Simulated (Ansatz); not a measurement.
`[SiH3]C1(S)CO1` + `[AlH2][SH]` → `[AlH2][S][SiH3]` + `SC1CO1` at 298.15 K and 1 bar (ligand exchange at the Si–C bond).

Isolated molecules relaxed with PBE0-D4/def2-TZVP in Ansatz; ΔE leaves out vibrations. CCSD(T)/CBS adds triple-zeta CCSD(T) − MP2 to the extrapolated MP2 energy (def2 sets, frozen cores). This one scheme is used for every species. One conformer a species, not always the lowest.

```csv
species,CCSD(T)/CBS energy (Eh),H − E (kJ/mol),S (J/(mol·K))
`[SiH3]C1(S)CO1`,-841.67702,208.4,345.7
`[AlH2][SH]`,-641.61836,72.6,268.0
`[AlH2][S][SiH3]`,-931.92152,126.0,331.0
`SC1CO1`,-551.40011,164.4,289.0
```

H − E and S are ideal-gas, rigid-rotor, harmonic terms from PBE0-D4/def2-TZVP, for one conformer and one mirror image of each species. 1 Eh = 2625.50 kJ/mol, R = 8.31446 J/(mol·K).

Problem. By hand: ΔE, ΔH, ΔS and ΔG.

Solution. ΔE = (-931.92152) + (-551.40011) − (-841.67702) − (-641.61836) = -0.02625 Eh = -68.9 kJ/mol. Δ(H − E) = 126.0 + 164.4 − 208.4 − 72.6 = 9.4, so ΔH = -59.5 kJ/mol. ΔS = 331.0 + 289.0 − 345.7 − 268.0 = 6.3 J/(mol·K). ΔG = -59.5 − 298.15 × (6.3)/1000 = -61.4 kJ/mol.

Problem. By hand: the equilibrium constant, and the temperature at which ΔG would vanish if ΔH and ΔS stayed fixed.

Solution. log₁₀ K = −ΔG/(RT ln 10) = 10.8. ΔH and −TΔS have one sign here, so there is no such temperature.

The number of gas molecules stays the same, so ΔS is small and ΔH decides. A doubt of 5 kJ/mol in ΔE shifts log₁₀ K by 0.9 here. Other conformers and mirror images would add mixing entropy, several J/(mol·K) or more a flexible species. These are equilibria of isolated gas molecules and say nothing of rates. Largest T1 diagnostic: 0.013 (customary marks: 0.02 for closed shells, 0.045 for open ones).

ΔS is within the doubt of such terms, so its sign, and with it that verdict, could turn.
